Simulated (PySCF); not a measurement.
ScF₂, SMILES [Sc]([F])[F] (connectivity only; charge and spin as stated), neutral, multiplicity 2.

Geometry: PBE-D3(BJ)/def2-TZVP. The multiplicity is an assumed one; other spin states were not compared. The isomer is the one that the SMILES or the coordinates give; other isomers of the formula were not compared.

The numbers are results of PySCF with r2SCAN/def2-TZVPD, not measurements.

The molecule is in vacuum.

total energy: -960.50702 hartree
point group: C2v
α spin, highest occupied and lowest empty level: -4.36 and -3.19 eV
β spin, highest occupied and lowest empty level: -9.44 and -2.63 eV
dipole moment: 3.44 D
quadrupole, principal values (traceless, Buckingham form, about the centre of nuclear charge): -8.19, 2.76, 5.42 D·Å
mean static polarisability: 91.8 bohr³ (13.60 Å³)
polarisability, principal values: 52.9, 100.3, 122.1 bohr³
⟨S²⟩: 0.751 (pure state 0.75)
